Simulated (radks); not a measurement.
Values are calculated unless marked as measured or tabulated.
Problem. The krypton ion Kr3+, [Ar] 3d10 4s2 4p3. Code: a radial shooting solver on a logarithmic mesh with Libxc functionals. Model: non-relativistic Kohn-Sham, exchange-only PBE, spin-polarised, spherical densities, point nucleus. Every spin shell is full or empty, so the densities are truly spherical. Functionals are evaluated on that one density, not self-consistently. Rank these orbital-free kinetic functionals by their error against the exact value of the orbitals, and give that value: Thomas-Fermi, von Weizsacker, TF + vW, TF + vW/9, TF + vW/5, LC94, APBEK, revAPBEK, Perdew 92, Thakkar, Pearson, LKT, PG1, DePristo-Kress, Ernzerhof.

Solution. Exact: 2749.08 hartree. From best to worst, with 100 (|E| - |E exact|)/|E exact| (equal figures are ties): LC94 +0.03, DePristo-Kress -0.08, APBEK +0.11, revAPBEK +0.32, Ernzerhof -0.38, Thakkar -0.49, Perdew 92 -0.72, TF + vW/9 -0.73, Pearson -1.08, TF + vW/5 +3.40, Thomas-Fermi -5.89, PG1 +17.26, LKT +21.84, TF + vW +40.55, von Weizsacker -53.56.
